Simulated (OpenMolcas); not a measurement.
**Mn2+: effect of the IPEA shift**

* Program: OpenMolcas 26.06
* Basis: ANO-RCC-VTZP [6s5p3d2f1g]
* Scalar Hamiltonian: DKH2, point nucleus
* Active space: 5 electrons in 5 orbitals (3d)
* State averaging: 2S+1 = 6 even, 1 root; 2S+1 = 4 even, 24 roots; 2S+1 = 2 even, 75 roots
* Spin-orbit coupling: RASSI with atomic mean-field integrals over the reference wave functions, term energies averaged over their components

Methods on the same reference wave functions:
A. CASSCF
B. MS-CASPT2, IPEA 0 Eh, imaginary shift 0.1 Eh (closed shells correlated: 3s 3p)
C. MS-CASPT2, IPEA 0.25 Eh, imaginary shift 0.1 Eh (closed shells correlated: 3s 3p)

Energies in cm⁻¹ above 3d⁵ ⁶S_5/2, the measured ground level; measured values from Corliss and Sugar, J. Phys. Chem. Ref. Data 6, 1253 (1977).

```tsv
Level	A	B	C	Measured
3d⁵ ⁶S_5/2	0.0	0.0	0.0	0.0
3d⁵ ⁴G_5/2	32176	27750	27910	
3d⁵ ⁴G_7/2	32189	27770	27920	26860
3d⁵ ⁴G_11/2	32193	27770	27930	26824
3d⁵ ⁴G_9/2	32197	27780	27930	
3d⁵ ⁴P_5/2	37013	30290	30630	29168
3d⁵ ⁴P_3/2	37051	30330	30670	
3d⁵ ⁴P_1/2	37094	30370	30710	
3d⁵ ⁴D_7/2	40009	33310	33540	32307
3d⁵ ⁴D_1/2	40051	33360	33580	32369
3d⁵ ⁴D_3/2	40084	33390	33620	
3d⁵ ⁴D_5/2	40093	33400	33620	32384
3d⁵ ²I_11/2	45765	40460	40820	39174
3d⁵ ²I_13/2	45796	40500	40860	39176
3d⁵ ²D_5/2(1) [74 %]	51525	42510	43250	41238
3d⁵ ²D_3/2(1)	51910	42830	43570	41570
3d⁵ ²F_7/2(1)	52874	44100	44810	42606
3d⁵ ²F_5/2(1) [73 %]	53335	44510	45210	43105
3d⁵ ⁴F_9/2	53850	45460	45730	43573
3d⁵ ⁴F_7/2	53877	45490	45760	43602
3d⁵ ⁴F_5/2	53939	45530	45810	43669
3d⁵ ⁴F_3/2	53970	45570	45840	43675
3d⁵ ²H_9/2	56114	48250	48940	46516
3d⁵ ²H_11/2	56239	48450	49150	46671
```

Deviations, from unrounded energies. A percentage is the sum of absolute deviations over the sum of measured energies, with the sign that they share, or ± where signs differ.

```csv
Against measurement,Levels,A,B,C
mean absolute deviation (cm-1),18,8700,1400,1800
other terms of the ground configuration (%),18,+22.5,+3.6,+4.7
```

B lies closest to measurement on these levels and A furthest from it. The largest miss of B in the table is 3d⁵ ⁴F_3/2, by +1900 cm-1. The ranking rests on the paired levels alone, and a cruder setting can come out closer through cancelling errors.

Between B and C the level of the table that moves most is 3d⁵ ²D_5/2(1) [74 %], by 740 cm-1 (lowest in B, highest in C). Moves below CASPT2's spread within the term are not significant.

The mean deviations of B to C differ by less than CASPT2's widest spread within a term (870 cm-1), so their order carries little weight.

From A to B the spin-free energies of the other terms of 3d⁵ shown, above ⁶S, scale by factors of 0.82 to 0.88, as is usual when dynamic correlation screens the repulsion within a d or f shell.

The lowest spin-free term lies below A's lowest term by 0.430 hartree in B, 0.419 hartree in C.

CASPT2 does not keep the components of a term degenerate, so their means are used; among the terms shown or strongly mixed into the levels shown the widest spread is 870 cm-1 (3d⁵ ⁴F, C). Without dynamic correlation excited terms often stand tens of per cent too high (terms of higher spin than the ground term too low), and those without a measured partner can miss by more than the paired ones (holds for A). Blocks of more than 70 roots (2S+1 = 2 even) ran without multistate coupling (holds for B; C). Measured partners are found by configuration, term and J. A level has none where our copy of the source lacks it or the pairing is in doubt (some pairs that miss far off the trend of their configuration count as doubtful), and it then counts in no deviation. Only configurations of the active space appear. The table leaves out levels that lie high or whose names do not pair safely across all columns.

A share in square brackets marks a mixed level and gives the weight of the term that names it, the lowest over the columns. A number in round brackets counts repeated terms of one configuration in the order of the reference energies.
